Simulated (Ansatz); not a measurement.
## Reading a saddle point

A first-order saddle point of GaH$_{3}$ClO$_{2}$F, closed shell, PBE0-D4/def2-TZVP, with one imaginary mode of 293i cm⁻¹:

```xyz
8
angstrom
Ga -0.4375 -0.0782 0.1093
F 0.5634 1.4840 -0.1474
O -1.5200 -0.4896 -1.2186
O -0.7665 -0.4661 1.7962
H 1.5798 0.6042 -0.3967
Cl 1.9092 -0.7648 -0.4738
H -1.2172 -0.1733 -2.0726
H -0.1111 -0.1161 2.4035
```

Ansatz 0.2.0; basis: def2-TZVPP and def2-QZVPP; cores frozen in the correlated methods. Filled d shells of the heavier atoms are correlated. The def2 sets are not built for correlating such inner shells, so the correlated values are less sure here. Extrapolation: Hartree–Fock as exp(−7.88 √X), correlation as X^−2.97.

Q: Which contacts change along the imaginary mode, and what lies on either side? (Judge from chemistry; the calculation decides.)

A: Computed: The step is GaH₂O₂F ([OH][Ga]([OH])[F]) + HCl → GaH₂ClO₂ ([OH][Ga]([OH])[Cl]) + HF, with the molecules in contact on both sides. Shortening one way: Ga1–Cl6, F2–H5; lengthening the same way: Ga1–F2, H5–Cl6.
```json
{"pair": "Ga1–Cl6", "one side (Å)": "2.72", "saddle (Å)": "2.51", "other side (Å)": "2.19"}
{"pair": "F2–H5", "one side (Å)": "2.05", "saddle (Å)": "1.37", "other side (Å)": "0.94"}
{"pair": "Ga1–F2", "one side (Å)": "1.79", "saddle (Å)": "1.87", "other side (Å)": "2.27"}
{"pair": "H5–Cl6", "one side (Å)": "1.29", "saddle (Å)": "1.41", "other side (Å)": "2.28"}
```

Q: Which side is lower, and how far does the saddle lie above each? (Judge from chemistry; the value comes from the calculation.)

A: The calculation gives: The side with Ga1–Cl6, F2–H5 short is lower by 0.408 eV; the saddle lies 0.564 eV above it and 0.156 eV above the other (CCSD(T) at an estimated basis limit (MP2 extrapolated from triple and quadruple zeta, plus CCSD(T) − MP2 in triple zeta); electronic energies).

No T1 diagnostic of these runs exceeds 0.014.

Labels in which every atom is bracketed show which atoms are joined, not bond orders.

For scale, one of the runs: CCSD(T)/def2-TZVPP, 225 basis functions, launched by `ansatz run in.yaml --threads 8 --pin off --events-out ev --progress --plain --max-ram 19148MiB`. The run took 22 s on 8 CPU threads of an Intel Xeon 6975P-C (shared host), with 4.2 GiB of host memory at its peak.
